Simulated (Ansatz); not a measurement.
A made-up structure of CH3NZn, closed shell:

| atom | x (Å) | y (Å) | z (Å) |
| --- | --- | --- | --- |
| C1 | -0.5982 | -0.1943 | -0.7452 |
| N2 | 0.0396 | -0.6565 | 0.0305 |
| Zn3 | 0.8318 | 0.1782 | 1.0321 |
| H4 | -0.9853 | -0.9432 | -1.2401 |
| H5 | -0.8299 | 0.9427 | -1.0042 |
| H6 | 1.5420 | 0.6732 | 1.9270 |

It is relaxed with PBE-D4/def2-SVP and then PBE0-D4/def2-TZVP (Ansatz 0.2.0). Atoms count as bonded within 1.22 times the sum of their covalent radii (H–H: 0.88 Å). The end point is not checked to be a true minimum.

Does its bonding change? (A judgement: the text doesn't fix the answer.)

By the calculation: Yes. Formed: none; broken: C1–Zn3.

Where it ends: The first stage lowers the energy by 5.10 eV in 9 steps. It ends as CH₃NZn ([CH2][N][ZnH]):
C1  (-0.735, -0.250, -0.920)
N2  (0.004, -0.615, 0.024)
Zn3  (1.015, 0.260, 1.273)
H4  (-1.249, -0.997, -1.547)
H5  (-0.940, 0.795, -1.211)
H6  (1.906, 0.808, 2.381)
(Å)

Labels in which every atom is bracketed show which atoms are joined, not bond orders.

For scale, one of the runs: PBE0-D4/def2-TZVP relaxation, 128 basis functions, launched by `ansatz run in.yaml --threads 2 --pin off --events-out ev --progress --plain --max-ram 4352MiB`. The run took about 14 s on 2 CPU threads of an Intel Xeon (shared host).
